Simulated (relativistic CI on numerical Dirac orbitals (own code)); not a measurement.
S5+: calculation against measurement

Calculated at this level of theory: Dirac-Coulomb-Breit CI, orbitals from a KLI potential per configuration, model QED, valence Slater integrals scaled by 0.9, configuration energies shifted to the measured levels that pair with them (semi-empirical) (own radial code, finite nucleus).

CI space (outside the closed core [Ne]): 3s, 3p, 3d, 4s, 4p, 4d, 5s, 5p, 5d, 6s, 6p, 6d, 7s, 7p, 8s, 8p, 9p, 4f, 5f. Levels of other configurations are missing.

| Configuration | Term (tabulated) | J | Measured (cm⁻¹) | Computed | Error | Purity (%) |
| --- | --- | --- | --- | --- | --- | --- |
| 3s | 2S | 1/2 | 0.0 | 0 | 0 | 100 |
| 3p | 2P° | 1/2 | 105873.6 | 105888 | 14 | 100 |
| 3p | 2P° | 3/2 | 107137.7 | 107124 | -14 | 100 |
| 3d | 2D | 3/2 | 247422.5 | 247432 | 10 | 100 |
| 3d | 2D | 5/2 | 247455.0 | 247445 | -10 | 100 |
| 4s | 2S | 1/2 | 362988.8 | 362989 | 0 | 100 |
| 4p | 2P° | 1/2 | 401169.2 | 401176 | 7 | 100 |
| 4p | 2P° | 3/2 | 401627.1 | 401620 | -7 | 100 |
| 4d | 2D | 3/2 | 451796.8 | 451803 | 6 | 100 |
| 4d | 2D | 5/2 | 451813.8 | 451808 | -6 | 100 |
| 5s | 2S | 1/2 | 504102.4 | 504102 | 0 | 100 |
| 5p | 2P° | 1/2 | 522029.1 | 522034 | 5 | 100 |
| 5p | 2P° | 3/2 | 522249.5 | 522244 | -5 | 100 |
| 5d | 2D | 3/2 | 546047.6 | 546052 | 4 | 100 |
| 5d | 2D | 5/2 | 546058.6 | 546054 | -4 | 100 |
| 6s | 2S | 1/2 | 573737.7 | 573738 | 0 | 100 |
| 6p | 2P° | 1/2 | 583551.3 | 583554 | 3 | 100 |
| 6p | 2P° | 3/2 | 583674.1 | 583671 | -3 | 100 |
| 6d | 2D | 3/2 | 596853.0 | 596856 | 3 | 100 |
| 6d | 2D | 5/2 | 596861.3 | 596858 | -3 | 100 |
| 7s | 2S | 1/2 | 613198.8 | 613199 | 0 | 100 |
| 7p | 2P° | 1/2 | 619142.9 | 619145 | 2 | 100 |
| 7p | 2P° | 3/2 | 619218.4 | 619216 | -2 | 100 |
| 8s | 2S | 1/2 | 637709.0 | 637709 | 0 | 100 |
| 8p | 2P° | 1/2 | 641580.0 | 641582 | 2 | 100 |
| 8p | 2P° | 3/2 | 641631.0 | 641629 | -2 | 100 |
| 9p | 2P° | 1/2 | 656641.0 | 656642 | 1 | 100 |
| 9p | 2P° | 3/2 | 656675.0 | 656674 | -1 | 100 |

Measured levels from NIST levels in Podobedova, Kelleher and Wiese, J. Phys. Chem. Ref. Data 38, 171 (2009); pairs were made by configuration, J and term (by order where the table uses no LS term), so strongly mixed levels may be paired wrongly.

Mean error by configuration (cm⁻¹): 3p 0; 3d 0; 4s 0; 4p 0; 4d 0; 5s 0; 5p 0; 5d 0; 6s 0; 6p 0; 6d 0; 7s 0; 7p 0; 8s 0; 8p 0; 9p 0. Over the excited levels the mean absolute error is 4 cm⁻¹ (27 of the 27 excited levels that our extract of the source holds in range could be paired), and the median relative error of those above 1,000 cm⁻¹ is 0.00054 %, both after the shifts were fitted to these levels, so that a configuration with one level shows no error.

Configurations whose levels could be paired with our table of measured levels were shifted onto them, all but the ground configuration, by the median error of their levels; single terms can still be off by 1,000 to 2,000 cm⁻¹ or more, and rates follow the energies as ν³ (E1, M1) or ν⁵ (E2). The others borrow a shift and can be off by several thousand cm⁻¹ or more. 27 of the 27 excited levels that our extract of the measured tables holds in this range could be paired (the sources list more); they are missed by 4 cm⁻¹ on average and 14 at most, after the shifts were fitted to these levels, and levels without a partner can miss by more.

Shifts applied (cm⁻¹): 3s 0; 3p -39; 3d 189; 4s 2404; 4p 2190; 4d 2434; 5s 2953; 5p 2809; 5d 2912; 6s 2968; 6p 2861; 6d 2894; 7s 2837; 7p 2745; 8s 2647; 8p 2569; 9p 2388.
